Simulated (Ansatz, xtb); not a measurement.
System: CF3, charge -1, multiplicity 1. SMILES of the parent species: F[C](F)F
Geometry from a B3LYP-D3(BJ)/def2-TZVP (Ansatz, a quantum-chemistry and plane-wave program) optimisation:
```
C
F 1 1.4384
F 1 1.4384 2 99.58
F 1 1.4384 2 99.58 3 -101.52
```
Charge -1, spin multiplicity 1.

Harmonic wavenumbers from GFN2-xTB (xtb, at its own minimum), cm⁻¹: 396, 396, 536, 769, 770, 988.

Problem. Give the harmonic wavenumbers at B3LYP-D3(BJ)/def2-TZVP (Ansatz, finite differences of forces, unscaled).

Solution. 438, 438, 599, 743, 743, 986 cm⁻¹. Zero-point energy 5.6 kcal/mol.

Problem. From these and the geometry, give the ideal-gas thermochemistry at 298.15 K and 1 atm (rigid rotor, harmonic oscillator).

Solution. Point group C3v, rotational symmetry number 3. Rotational constants 10.03, 10.03, 5.512 GHz. S(trans) 38.61, S(rot) 21.69, S(vib) 2.73, S(elec, spin only) 0.00, S 63.0 cal/(mol K). H(298) - H(0) 2.96 kcal/mol; G - E(el) -10.2 kcal/mol.
